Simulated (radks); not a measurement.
Q: Radial electron density D(r) = 4 pi r^2 rho(r) of an atom or ion with 40 electrons. Method: Dirac Kohn-Sham, BP86, spin-unpolarised, spherical densities, point nucleus; computed with a radial shooting solver on a logarithmic mesh with Libxc functionals.

```
   r/bohr * D(r) (the largest magnitude, 63.4, reaches the edge; | marks zero)
 0.001227 |*
 0.001405 |*
 0.001623 | *
 0.001859 | *
  0.00213 |  *
 0.002441 |  *
 0.002819 |   *
 0.003229 |    *
   0.0037 |     *
 0.004273 |       *
 0.004895 |         *
 0.005608 |           *
 0.006425 |              *
 0.007421 |                 *
 0.008502 |                    *
  0.00974 |                        *
  0.01125 |                            *
  0.01289 |                                *
  0.01476 |                                    *
  0.01692 |                                       *
  0.01954 |                                          *
  0.02238 |                                            *
  0.02564 |                                            *
  0.02961 |                                            *
  0.03393 |                                          *
  0.03887 |                                        *
  0.04453 |                                      *
  0.05143 |                                     *
  0.05892 |                                      *
  0.06751 |                                         *
  0.07796 |                                             *
  0.08932 |                                                  *
   0.1023 |                                                     *
   0.1172 |                                                      *
   0.1354 |                                                   *
   0.1551 |                                             *
   0.1777 |                                       *
   0.2053 |                                  *
   0.2352 |                                 *
   0.2694 |                                   *
   0.3087 |                                       *
   0.3565 |                                         *
   0.4084 |                                      *
   0.4679 |                                *
   0.5404 |                       *
   0.6191 |               *
   0.7093 |          *
   0.8126 |        *
   0.9385 |        *
    1.075 |        *
    1.232 |       *
    1.423 |      *
     1.63 |    *
    1.867 |   *
    2.139 | *
    2.471 |*
    2.831 |*
    3.243 |*
    3.745 *
    4.291 *
    4.916 *
    5.632 *
    6.505 *
    7.452 *
```

What is the nuclear charge?

A: Z = 41. The innermost maximum, from 1s, lies near gamma/Z bohr with gamma = sqrt(1 - (Z/c)^2) = 0.954, here 0.0233 bohr (found: 0.0254), and its height grows with Z. The density is that of the niobium ion Nb+ in [Kr] 4d4; the configuration itself is not fixed sharply by these data, and Z only to a few units. D(r) has 4 maxima, at r = 0.0254, 0.112, 0.354, 1.03 bohr, and minima at 0.0514, 0.228, 0.902 bohr, inside which lie 2.06, 11.11, 29.39 electrons.
